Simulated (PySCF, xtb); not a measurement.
disiloxane (H6OSi2), SMILES [SiH3]O[SiH3].

GFN2-xTB in xtb at its own geometry gives an orbital gap of 5.74 eV and a dipole moment of 0.24 D.

The structure is a stationary point at PBE0-D3(BJ)/def2-SVP.

Task: What does PySCF with PBE/def2-TZVPD give? (Estimate from the structure and the level; the computed values follow.)

Result: gap 6.02 eV (levels -7.31 and -1.29 eV), dipole 0.27 D.
